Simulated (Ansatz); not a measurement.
Start from `[CH3][Nb]([CH3])(=[O])[OH]` and change one atom or group to get `[CH3][Nb](=[O])([OH])[F]`.

Ansatz, PBE0-D4/def2-TZVP geometries, multiplicity 1. Each molecule was computed in one conformer, which needn't be the lowest.

Elements past krypton have def2 core potentials.

| property | `[CH3][Nb]([CH3])(=[O])[OH]` |
| --- | --- |
| ideal-gas entropy at 298 K and 1 bar (rigid rotor, harmonic PBE0-D4/def2-TZVP) / J/(mol·K) | 403 |
| size of the dipole moment (PBE/def2-TZVPP) / D | 3.60 |
| HOMO–LUMO gap (ωB97M-V/def2-TZVPP) / eV | 10.68 |
| LUMO energy (B3LYP/def2-TZVPP) / eV | -2.08 |
| size of the dipole moment (ωB97M-V/def2-TZVPP) / D | 3.82 |
| size of the dipole moment (B3LYP/def2-TZVPP) / D | 3.81 |

Q: What does the change do to each property? (Estimate.)

A: The calculation gave: 
| property | `[CH3][Nb](=[O])([OH])[F]` | shift |
| --- | --- | --- |
| ideal-gas entropy at 298 K and 1 bar (rigid rotor, harmonic PBE0-D4/def2-TZVP) / J/(mol·K) | 360 | -43 |
| size of the dipole moment (PBE/def2-TZVPP) / D | 2.30 | -1.30 |
| HOMO–LUMO gap (ωB97M-V/def2-TZVPP) / eV | 11.34 | 0.66 |
| LUMO energy (B3LYP/def2-TZVPP) / eV | -1.94 | 0.14 |
| size of the dipole moment (ωB97M-V/def2-TZVPP) / D | 2.37 | -1.45 |
| size of the dipole moment (B3LYP/def2-TZVPP) / D | 2.40 | -1.41 |

With PBE0 the HOMO falls by 0.48 eV and the LUMO rises by 0.15 eV, so the gap widens by about 0.63 eV. PBE moves the HOMO by -0.46 eV and ωB97M-V by -0.43 eV. The zero-point energy changes by -80.8 kJ/mol with -9 modes. Dipoles are sizes alone; their direction can turn. Modes under 60 cm⁻¹, often nearly free rotors, make the harmonic entropy too high.

B3LYP here is the variant with VWN-RPA as its local correlation; programs differ in this.
